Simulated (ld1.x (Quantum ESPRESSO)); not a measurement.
**Pseudopotential generation for lead (Pb): TM, LDA (PZ), fully relativistic.**

```
Element                 : Pb
Generator               : ld1.x (Quantum ESPRESSO) 7.5
Type                    : norm-conserving Troullier–Martins (Kleinman–Bylander form)
Functional              : LDA (PZ)
Relativity              : fully relativistic
Frozen core             : [Xe] 4f14 5d10
Valence charge          : 4
Reference configuration : 6s2 6p2
Partial waves           : 6s (bound): rc 2.10 bohr; 6p (bound): rc 3.10 bohr; 6d channel at 0.05 Ry: rc 2.05 bohr
Local potential         : the d channel
Core correction         : none
```

Open shells are filled in proportion to 2j + 1 (rel_dist='average').

Poles of the logarithmic derivatives, all-electron (AE) and pseudo (PS). s: poles at -0.6, 4.1 (AE) and -0.6, 5.0 (PS) Ry. p1/2: poles at 0.3 (AE) and 0.3 (PS) Ry. p3/2: poles at 0.7 (AE) and 0.7 (PS) Ry. d3/2: poles at -1.7, 2.3 (AE) and 3.6 (PS) Ry. d5/2: poles at -1.5, 2.4 (AE) and 3.6 (PS) Ry. Test radius 3.36 bohr.

* Cutoffs needed: 25 Ry and 40 Ry (the cutoffs (Ry, on a coarse ladder) from which the occupation-weighted sum of valence levels, in a spherical-Bessel basis at the reference potential, stays within 10 and 1 mRy of its value at 400 Ry)
* Ghost test: ghost states, extra bound levels that the all-electron valence spectrum of the same l lacks: s at -841.1 eV, p1/2 at -427.7 eV, p3/2 at -426.7 eV; a true bound ghost makes a file unfit for plane-wave use (spherical-Bessel basis up to 400 Ry, 20 bohr box)
* Largest excitation error: +220 meV (all-electron minus pseudo) for 6s1 6p0, out of 7 test configurations
